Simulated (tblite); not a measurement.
Compound: C7H15P.
Numbering: `[CH3:1][CH2:2][C@@H:3]1[CH2:4][CH2:5][C@@H:6]([CH3:7])[PH:8]1` (hydrogens: H9, H10, H11 on C1; H12, H13 on C2; H14 on C3; H15, H16 on C4; H17, H18 on C5; H19 on C6; H20, H21, H22 on C7; H23 on P8)

Structure used (GFN2-xTB), in Å, numbered top down from 1:
```xyz
23
C7H15P angstrom
C     -3.0447    0.1763    0.9931
C     -2.1494   -0.5848    0.0258
C     -0.8926    0.2105   -0.3255
C     -0.0486   -0.4788   -1.4068
C      1.4058   -0.0810   -1.1937
C      1.6915   -0.2862    0.2928
C      3.0078    0.3175    0.7602
P      0.2164    0.4427    1.1884
H     -2.4888    0.4194    1.8982
H     -3.9116   -0.4197    1.2676
H     -3.3910    1.1051    0.5446
H     -2.7021   -0.8064   -0.8918
H     -1.8562   -1.5371    0.4760
H     -1.1953    1.2065   -0.6667
H     -0.1426   -1.5623   -1.2998
H     -0.3985   -0.2070   -2.4039
H      2.0787   -0.6753   -1.8148
H      1.5431    0.9729   -1.4493
H      1.6944   -1.3624    0.5117
H      3.0339    1.3850    0.5454
H      3.8470   -0.1579    0.2541
H      3.1303    0.1826    1.8332
H      0.5679    1.7674    0.8713
```

Computed with GFN2-xTB (tblite): harmonic, unscaled wavenumbers at the GFN2-xTB geometry, gas phase. The method is semi-empirical: single wavenumbers can be off by several per cent or more. Modes of hydrogen on phosphorus can be 10 to 20 % off. One conformer, not necessarily the lowest.

Harmonic wavenumbers (cm⁻¹): 41.5, 102.4, 166.3, 190.2, 213.8, 238.8, 268.6, 343.5, 355.1, 393.1, 463.2, 530.8, 643.7, 657.4, 814.4, 823.5, 854.1, 880.1, 916.8, 950.7, 967.7, 1001.1, 1040.3, 1050.8, 1074.6, 1087.0, 1110.6, 1126.8, 1136.0, 1167.4, 1188.5, 1226.3, 1251.0, 1260.3, 1272.1, 1279.4, 1326.5, 1333.2, 1344.9, 1410.4, 1411.8, 1482.9, 1489.2, 1493.7, 1495.1, 1495.3, 1495.9, 1499.7, 2204.1, 2893.4, 2913.0, 2947.4, 2955.2, 2963.2, 2969.7, 2973.2, 2983.9, 3009.7, 3010.2, 3015.0, 3027.4, 3029.5, 3037.8.

A = 3229, B = 1105, C = 886.7 MHz; mass 130.091 u (most abundant isotopes); point group C1, symmetry number 1.

Task: What is the zero-point energy?

Result: ½Σν̃ = 44650 cm⁻¹ = 534.13 kJ/mol.

Task: What is S at 500 K and 1 bar for an ideal gas of classical rigid rotors and harmonic oscillators?

Result: Translation 180.32, rotation 127.82, vibration 199.38: S = 507.5 J/(mol K).

Task: And Cp and H(500 K) − H(0)?

Result: Cp = 258.42 J/(mol K), of which vibrations give 225.16 (their classical limit is 63 R = 523.8); H(500 K) − H(0) = 70.53 kJ/mol without the zero-point energy, 53.90 from vibrations.

Task: Blend soft modes into free rotors: weight 1/[1 + (100 cm⁻¹/ν̃)⁴] for the oscillator and the rest for a rotor with moment μB/(μ + B), μ = h/(8π²ν), B = 10⁻⁴⁴ kg m². What vibrational entropy results?

Result: 188.69 J/(mol K) in place of 199.38, which changes −T·S at 500 K by +5.34 kJ/mol.

Task: How do the functions run with temperature in this model?

Result: 
```json
{"T (K)": "150", "S (J/(mol K))": "316.5", "Cp (J/(mol K))": "94.3", "H − H(0) (kJ/mol)": "9.22", "G − H(0) (kJ/mol)": "-38.25", "ln q(vib)": "2.43"}
{"T (K)": "250", "S (J/(mol K))": "374.3", "Cp (J/(mol K))": "137.2", "H − H(0) (kJ/mol)": "20.73", "G − H(0) (kJ/mol)": "-72.86", "ln q(vib)": "4.76"}
{"T (K)": "298.15", "S (J/(mol K))": "400.5", "Cp (J/(mol K))": "160.9", "H − H(0) (kJ/mol)": "27.90", "G − H(0) (kJ/mol)": "-91.52", "ln q(vib)": "5.92"}
{"T (K)": "400", "S (J/(mol K))": "455.0", "Cp (J/(mol K))": "212.5", "H − H(0) (kJ/mol)": "46.93", "G − H(0) (kJ/mol)": "-135.09", "ln q(vib)": "8.45"}
{"T (K)": "600", "S (J/(mol K))": "558.2", "Cp (J/(mol K))": "297.4", "H − H(0) (kJ/mol)": "98.38", "G − H(0) (kJ/mol)": "-236.53", "ln q(vib)": "13.62"}
{"T (K)": "900", "S (J/(mol K))": "696.1", "Cp (J/(mol K))": "381.8", "H − H(0) (kJ/mol)": "201.29", "G − H(0) (kJ/mol)": "-425.22", "ln q(vib)": "21.41"}
```

q(vib) and H(0) count from the zero-point level.

Task: Which modes carry the vibrational entropy at 500 K?

Result: 41.5 cm⁻¹: 25.99; 102.4 cm⁻¹: 18.50; 166.3 cm⁻¹: 14.52; 190.2 cm⁻¹: 13.43; 213.8 cm⁻¹: 12.48; 238.8 cm⁻¹: 11.60 J/(mol K); the other 57 give 102.86 together.

Hindered rotation and anharmonicity are outside this model. Other conformers, if any are populated, would add a mixing term that is left out. The structure is chiral; the term R ln 2 for an equal mix with its mirror image is left out.
